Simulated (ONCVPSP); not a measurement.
strontium ONCV: all-electron and pseudo phase curves

strontium (Sr), optimised norm-conserving Vanderbilt (ONCV), made with ONCVPSP 4.0.1 (PBE, scalar-relativistic). Core [Ar] 3d10, reference 4s2 4p6 5s2. Waves: 4s+5s: rc 1.80 bohr, ncon 3, nbas 6, qcut 5.1 1/bohr, 3 projectors, debl 3 Ha; 4p: rc 2.25 bohr, ncon 4, nbas 8, qcut 6.9 1/bohr, 2 projectors, debl 2.9 Ha; d scattering state at 0.05 Ha: rc 1.80 bohr, ncon 3, nbas 7, qcut 5.5 1/bohr, local; f scattering state at 0.3 Ha: rc 2.10 bohr, ncon 5, nbas 8, qcut 5.7 1/bohr, 1 projector. Local part: the d channel. Core correction: polynomial model core, fcfact 0.45.

The phase is arctan(r·R′/R) of the radial function R(r), unwrapped; energies in Ha, scanned from -3 to 5 Ha. A pole is an energy at which the radial function vanishes at the test radius. The pseudo phase is shifted by a multiple of π to meet the all-electron one at the reference energy, and phase errors are pseudo minus all-electron; the curves can meet again beyond the range given. Levels narrower than the energy grid can be missing from the lists of poles.

```
channel  radius (bohr)  reference energy (Ha)  poles, all-electron  poles, pseudo  unbroken range about the reference energy with phases within 0.05 rad  phase error 1 Ha above the reference energy (rad)
      s           1.82                  -0.13                -0.69          -0.69                                                        the whole range                                             -0.000
      p           2.29                  -0.84          -0.48, 4.03    -0.48, 4.05                                                        the whole range                                             +0.001
      d           1.82                   0.05                 1.95           1.95                                                        the whole range                                             +0.000
      f           2.13                   0.30                 2.48           2.61                                                              below 3.0                                             +0.009
```

Phases in the f channel:

```csv
E (Ha),all-electron,pseudo
-2.98,1.357,1.357
-2.76,1.349,1.349
-2.54,1.340,1.340
-2.32,1.329,1.329
-2.10,1.317,1.318
-1.88,1.304,1.304
-1.66,1.288,1.288
-1.44,1.270,1.270
-1.22,1.247,1.248
-1.00,1.220,1.221
-0.78,1.187,1.187
-0.56,1.143,1.143
-0.34,1.085,1.085
-0.12,1.002,1.002
0.10,0.879,0.879
0.32,0.681,0.681
0.54,0.347,0.348
0.76,-0.155,-0.151
0.98,-0.657,-0.650
1.20,-0.993,-0.984
1.42,-1.194,-1.183
1.64,-1.321,-1.310
1.86,-1.410,-1.396
2.08,-1.477,-1.461
2.30,-1.532,-1.512
2.52,-1.580,-1.555
2.74,-1.627,-1.594
2.96,-1.677,-1.632
3.18,-1.735,-1.670
3.40,-1.811,-1.712
3.62,-1.926,-1.761
3.84,-2.134,-1.823
4.06,-2.598,-1.909
4.28,-3.449,-2.041
4.50,-4.032,-2.274
4.72,-4.284,-2.723
4.94,-4.412,-3.401
```
